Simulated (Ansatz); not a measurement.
## Relaxing a trial structure of GaH3Si2Zn

The starting geometry of this gas-phase singlet was optimised with GFN2-xTB.

```tsv
atom	x (Å)	y (Å)	z (Å)
Ga	-3.4920	-1.3702	-3.2233
Si	-2.3942	-1.6422	-0.2982
Si	-1.2223	-0.8120	-2.1705
Zn	-1.3518	-3.1135	-3.3245
H	-1.7494	-1.5048	1.0084
H	-3.8242	-1.3183	-0.0063
H	-2.4801	-3.1187	-0.5671
```

Q: Predict what it relaxes into with BLYP-D3(BJ)/def2-SVP.

A: A bond breaks, giving a structure given below by its coordinates. Contacts that open: Ga1–Zn4 (2.76 → 3.22 Å).

The energy falls by 0.43 eV over 17 steps:

```json
{"step": "1", "E − E(last) (eV)": "0.430"}
{"step": "3", "E − E(last) (eV)": "0.150"}
{"step": "5", "E − E(last) (eV)": "0.085"}
{"step": "6", "E − E(last) (eV)": "0.063"}
{"step": "8", "E − E(last) (eV)": "0.045"}
{"step": "10", "E − E(last) (eV)": "0.020"}
{"step": "12", "E − E(last) (eV)": "0.002"}
{"step": "13", "E − E(last) (eV)": "0.001"}
{"step": "15", "E − E(last) (eV)": "0.000"}
{"step": "17", "E − E(last) (eV)": "0.000"}
```

Final geometry (Å):

```yaml
atoms:
  - { symbol: Ga, position_ang: [-3.5983, -0.6587, -2.9588] }
  - { symbol: Si, position_ang: [-2.3306, -1.9251, -0.3681] }
  - { symbol: Si, position_ang: [-1.0159, -1.0988, -2.2202] }
  - { symbol: Zn, position_ang: [-1.5203, -3.0883, -3.3558] }
  - { symbol: H, position_ang: [-2.0373, -1.0064, 0.7900] }
  - { symbol: H, position_ang: [-3.8445, -1.7605, -0.5753] }
  - { symbol: H, position_ang: [-2.1671, -3.3421, 0.1067] }
```

The end wasn't checked by frequencies. Run with Ansatz 0.2.0, 27 s on 2 threads of Intel(R) Xeon(R) 6975P-C (Granite Rapids), on a shared host.
